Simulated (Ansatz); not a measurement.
The molecule ZrO, multiplicity 3 (not the ground state: that is measured with 2S+1 = 1). No spin–orbit coupling.

Constants: fifth-degree fit in 1/R to seven points, most abundant isotopes. In def2 and cc sets the state is the lowest found near the PBE0 minimum, followed along R.

Correlated levels freeze the inner cores; with def2 sets outer-core shells near the valence are correlated too.

Programs: Ansatz (Gaussian orbitals).  In def2 rows elements past Kr take small-core potentials, without spin–orbit coupling.

| level | r_e (Å) | ω_e (cm⁻¹) | ω_e x_e (cm⁻¹) | dipole (D) |
|---|---|---|---|---|
| PBE/def2-TZVPP | 1.737 | (withheld) | 3.2 | 3.80 |
| PBE0/def2-TZVPP | 1.718 | 983 | 3.0 | 3.98 |
| wB97X-V/def2-TZVPP | 1.718 | 993 | 2.8 | 4.03 |
| CCSD/def2-TZVPP | 1.726 | 978 | 2.8 | - |
| CCSD(T)/def2-TZVPP | (withheld) | (withheld) | 2.3 | - |

**Question.** Complete the blanks.

**Answer.** 
- CCSD(T)/def2-TZVPP, r_e (Å): 1.740
- CCSD(T)/def2-TZVPP, ω_e (cm⁻¹): 943
- PBE/def2-TZVPP, ω_e (cm⁻¹): 939

Ansatz is a program for electronic structure.
